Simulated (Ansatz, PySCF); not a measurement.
AlF2, doublet, geometry from GFN2-xTB (such geometries of metal compounds can be far from the true shape). Base run: CASSCF(5,6)/STO-3G (PySCF).

Input for PySCF:
```python
from pyscf import gto, scf, mcscf
import numpy

mol = gto.M(
    atom='''
Al   -0.004514    0.349223    0.001953
F     1.554844   -0.232160   -0.001251
F    -1.548323   -0.272273   -0.001571
''',
    basis='sto-3g',
    charge=0,
    spin=1,
    verbose=3,
)

mf = scf.ROHF(mol)
mf.kernel()
mc = mcscf.CASSCF(mf, 6, 5)
mc.fix_spin_(ss=0.75)
mc.kernel()
occ = numpy.linalg.eigvalsh(mc.fcisolver.make_rdm1(mc.ci, mc.ncas, mc.nelecas))[::-1]
ss = mc.fcisolver.spin_square(mc.ci, mc.ncas, mc.nelecas)[0]
print('natural occupations', occ.round(4), ' <S^2>', round(ss, 4))
```

Programs used: Ansatz (a first-principles code), PySCF; a row that names a program was run with it.

Variants of this job, named by their change:

```tsv
change	ΔE vs base (mEh)	natural occupations	<S^2> of the state	outcome
base	0.000	1.98 1.97 1.00 0.03 0.02 0.00	0.75	converged
code = ansatz	-5.347	-	-	converged
orbitals = fixed (CASCI); correction = SC-NEVPT2	-26.798	1.99 1.99 1.00 0.01 0.01 0.00	0.75	converged
correction = SC-NEVPT2	-34.076	1.98 1.97 1.00 0.03 0.02 0.00	0.75	converged
fix_spin_ = off	0.000	1.98 1.97 1.00 0.03 0.02 0.00	0.75	converged
active space = 9 electrons, 7 orbitals	-	-	-	not converged
orbitals = fixed (CASCI)	17.853	1.99 1.99 1.00 0.01 0.01 0.00	0.75	converged
active space = 9 electrons, 8 orbitals	-28.323	1.99 1.99 1.97 1.97 1.00 0.03 0.03 0.02	0.75	converged
conv_tol = 1e-5	0.000	1.98 1.97 1.00 0.03 0.02 0.00	0.75	converged
active space = 3 electrons, 4 orbitals	12.483	1.98 1.00 0.02 0.00	0.75	converged
active space = 7 electrons, 6 orbitals	-3.431	1.99 1.98 1.97 1.00 0.03 0.02	0.75	converged
```

Active orbitals are taken around the Fermi level unless the row says otherwise; CASSCF can end in different local minima, and two programs can end on different orbitals. State-averaged rows give the lowest state.

Open shells are given as the SCF converged; they aren't shown to be the lowest states, and a large step between rows can be another state.
